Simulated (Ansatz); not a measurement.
Cartesian coordinates (Å):
```xyz
8

C      1.5004    -0.6189    -0.9414
C      0.5729    -0.3707    -0.2216
C     -0.5510    -0.0226     0.6441
O     -1.5244     0.7933     0.0025
H      2.3170    -0.8507    -1.5801
H     -1.0760    -0.9278     0.9534
H     -0.1681     0.4598     1.5521
H     -1.0709     1.5376    -0.4090
```
Charge 0, multiplicity 1.

Method: frozen-core CCSD(T)/cc-pVTZ // B3LYP-D3(BJ)/def2-TZVP run with Ansatz (a program for electronic structure).

```json
{
 "HF energy": "-190.78520 Ha",
 "MP2 correlation energy": "-0.71373 Ha"
}
```

Problem. Estimate the CCSD correlation energy, the (T) correction, the total energy and the T1 diagnostic.

Solution. 
```json
{
 "CCSD correlation energy": "-0.73318 Ha",
 "(T) correction": "-0.03265 Ha",
 "CCSD(T) total energy": "-191.55103 Ha",
 "T1 diagnostic": "0.011"
}
```
